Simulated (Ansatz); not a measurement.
Basis sets compared for BeCl₃⁻. The state is a singlet with charge -1. Geometry PBE0-D4/def2-TZVPD. Ansatz on 4 threads of Arm Neoverse V1 on a shared host; times are rough, and most runs start from earlier orbitals.

Cartesian coordinates in Å:
```
Be 0.000 0.001 0.000
Cl -1.553 0.390 1.078
Cl 1.687 -0.403 0.848
Cl -0.133 0.012 -1.926
```

The structure comes from a short search, and lower isomers may exist.

| level | functions | energy (Eh) | HOMO (eV) | LUMO (eV) | wall time |
| --- | --- | --- | --- | --- | --- |
| HF/STO-3G | 32 | -1378.4348 | -4.37 | 12.38 | 0.1 s |
| HF/6-31G | 48 | -1393.3473 | -6.84 | 8.40 | 0.2 s |
| PBE-D4/def2-SVPD | 93 | -1394.6238 | -2.28 | 3.44 | 0.6 s |
| PBE0-D4/def2-SVPD | 93 | -1394.7462 | -3.65 | 3.99 | 0.95 s |

Estimate the rows for PBE-D4/def2-TZVPD, PBE0-D4/def2-TZVPD.


| level | functions | energy (Eh) | HOMO (eV) | LUMO (eV) | wall time |
| --- | --- | --- | --- | --- | --- |
| PBE-D4/def2-TZVPD | 160 | -1395.1000 | -2.22 | 2.99 | 1.1 s |
| PBE0-D4/def2-TZVPD | 160 | -1395.2186 | -3.58 | 3.43 | 1.6 s |
